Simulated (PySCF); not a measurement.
A calculated (UHF, PySCF 2.14, ANO-RCC-VTZP, the spin-free X2C one-electron Hamiltonian (Gaussian nucleus)) atom or ion has these occupied shells.

```json
{"shell": "1s α", "electrons": "1", "orbital energy (eV)": "-74265.4", "rms radius, mean of both spins (bohr)": "0.0200"}
{"shell": "1s β", "electrons": "1", "orbital energy (eV)": "-74265.4", "rms radius, mean of both spins (bohr)": "0.0200"}
{"shell": "2s α", "electrons": "1", "orbital energy (eV)": "-13086.1", "rms radius, mean of both spins (bohr)": "0.0809"}
{"shell": "2s β", "electrons": "1", "orbital energy (eV)": "-13085.7", "rms radius, mean of both spins (bohr)": "0.0809"}
{"shell": "2p α", "electrons": "3", "orbital energy (eV)": "-11434.2", "rms radius, mean of both spins (bohr)": "0.0739"}
{"shell": "2p β", "electrons": "3", "orbital energy (eV)": "-11433.8", "rms radius, mean of both spins (bohr)": "0.0739"}
{"shell": "3s α", "electrons": "1", "orbital energy (eV)": "-3116.1", "rms radius, mean of both spins (bohr)": "0.207"}
{"shell": "3s β", "electrons": "1", "orbital energy (eV)": "-3116.0", "rms radius, mean of both spins (bohr)": "0.207"}
{"shell": "3p α", "electrons": "3", "orbital energy (eV)": "-2620.4", "rms radius, mean of both spins (bohr)": "0.209"}
{"shell": "3p β", "electrons": "3", "orbital energy (eV)": "-2620.3", "rms radius, mean of both spins (bohr)": "0.209"}
{"shell": "3d α", "electrons": "5", "orbital energy (eV)": "-2044.9", "rms radius, mean of both spins (bohr)": "0.191"}
{"shell": "3d β", "electrons": "5", "orbital energy (eV)": "-2044.6", "rms radius, mean of both spins (bohr)": "0.191"}
{"shell": "4s α", "electrons": "1", "orbital energy (eV)": "-698.25", "rms radius, mean of both spins (bohr)": "0.459"}
{"shell": "4s β", "electrons": "1", "orbital energy (eV)": "-697.65", "rms radius, mean of both spins (bohr)": "0.459"}
{"shell": "4p α", "electrons": "3", "orbital energy (eV)": "-532.05", "rms radius, mean of both spins (bohr)": "0.488"}
{"shell": "4p β", "electrons": "3", "orbital energy (eV)": "-531.52", "rms radius, mean of both spins (bohr)": "0.488"}
{"shell": "4d α", "electrons": "5", "orbital energy (eV)": "-317.92", "rms radius, mean of both spins (bohr)": "0.526"}
{"shell": "4d β", "electrons": "5", "orbital energy (eV)": "-317.09", "rms radius, mean of both spins (bohr)": "0.526"}
{"shell": "5s α", "electrons": "1", "orbital energy (eV)": "-118.35", "rms radius, mean of both spins (bohr)": "1.08"}
{"shell": "5s β", "electrons": "1", "orbital energy (eV)": "-113.27", "rms radius, mean of both spins (bohr)": "1.08"}
{"shell": "4f α", "electrons": "7", "orbital energy (eV)": "-79.274", "rms radius, mean of both spins (bohr)": "0.611"}
{"shell": "4f β", "electrons": "7", "orbital energy (eV)": "-78.687", "rms radius, mean of both spins (bohr)": "0.611"}
{"shell": "5p α", "electrons": "3", "orbital energy (eV)": "-73.952", "rms radius, mean of both spins (bohr)": "1.25"}
{"shell": "5p β", "electrons": "3", "orbital energy (eV)": "-66.699", "rms radius, mean of both spins (bohr)": "1.25"}
{"shell": "5d α", "electrons": "5", "orbital energy (eV)": "-21.062", "rms radius, mean of both spins (bohr)": "1.88"}
{"shell": "5d β", "electrons": "1", "orbital energy (eV)": "-17.009", "rms radius, mean of both spins (bohr)": "1.88"}
{"shell": "6s α", "electrons": "1", "orbital energy (eV)": "-16.358", "rms radius, mean of both spins (bohr)": "3.01"}
```

(1) Name the element and its charge.

Results:

(1) Os⁺ (osmium, charge +1), in [Xe] 4f14 5d6 6s1, high-spin 6D determinant.
